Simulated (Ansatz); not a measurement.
Consider the ligand exchange at a B–S bond: `CB(O)S` + CH₃OH → `COB(C)O` + H₂S.

Isolated molecules relaxed with PBE0-D4/def2-TZVP in Ansatz; ΔE leaves out vibrations. CCSD(T)/CBS adds triple-zeta CCSD(T) − MP2 to the extrapolated MP2 energy (def2 sets, frozen cores). This one scheme is used for every species. Functionals use def2-TZVPP. One conformer a species, not always the lowest.

Problem. Is it downhill or uphill in electronic energy at CCSD(T)/CBS, and by how much? (An estimate is asked.)

Solution. The calculation gave: Downhill: ΔE = -0.68 eV.

Problem. What do these levels give: revPBE-D4, PBE0, r2SCANh, MP2/def2-QZVPP, HF/CBS(def2), CCSD/CBS(def2)? (Best estimate.)

Solution. Ansatz gave: revPBE-D4 -0.57, PBE0 -0.62, r2SCANh -0.66, MP2/def2-QZVPP -0.65, HF/CBS(def2) -0.81, CCSD/CBS(def2) -0.70 eV.

Largest T1 diagnostic among the species: 0.012.

Leaving LDA and LC-ωPBE aside and taking each functional with its dispersion term where it has one, the values, not all of them listed here, spread over 0.21 eV, from CAM-B3LYP-D4 to revPBE-D4. LDA lies −0.11 eV from PBE without D4. In def2-TZVPP, CCSD(T) changes the Hartree–Fock value by +0.09 eV (the triples alone add +0.02 eV) and MP2 by +0.13 eV. At CCSD(T), def2-SVP lies −0.14 eV from the extrapolated value and def2-TZVPP −0.03 eV.
